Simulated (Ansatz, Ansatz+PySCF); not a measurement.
```xyz
2

Si    0.0000    0.0000    0.0000
S     0.0000    0.0000    2.1219
```

Basis set: def2-SVP (spherical functions). Left uncorrelated: 10 orbitals. Charge 0, multiplicity 1.

Computed with Ansatz (development build ahead of 0.2.0); each method stands on the lowest determinant of its kind that the runs found. Restricted open shells among the atoms or ions are ROHF, correlated in semicanonical orbitals with singles.

(1) Give the atomization energy at this shape (free ground-state atoms in the same class of orbitals less the molecule, no zero-point energy) of singlet SiS by RHF-CCSD(T), RHF-MP2, RHF, UHF.

## Answers

(1)

```
     method  atomization energy
RHF-CCSD(T)        514.9 kJ/mol
    RHF-MP2        523.5 kJ/mol
        RHF        323.9 kJ/mol
        UHF        305.2 kJ/mol
```

Caution: the shape is not the minimum.
